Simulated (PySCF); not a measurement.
Gas-phase reaction: SnI₄ + 5 F₂ = SnI₂ + 2 IF₅

Method: PySCF energies plus ideal-gas RRHO corrections (1 bar). † marks an energy on the PBE0/def2-TZVP geometry and frequencies; other levels use their own. All species are closed-shell singlets. I, Sn: scalar-relativistic def2 core potential, no spin-orbit coupling.

PBE/def2-SVP gives ΔH°(298 K) = -1356 kJ.

What do PBE/def2-TZVP†, PBE0/def2-SVP†, BLYP/def2-TZVP† give?

PBE/def2-TZVP†: -1596 kJ; PBE0/def2-SVP†: -1251 kJ; BLYP/def2-TZVP†: -1554 kJ. For scale, ΔH°(298 K) is -1356 kJ at this level, -1535 kJ at ωB97M-V/def2-TZVP†, and runs from -1791 to -1076 kJ over the 17 levels computed († marks an energy on the PBE0/def2-TZVP geometry).
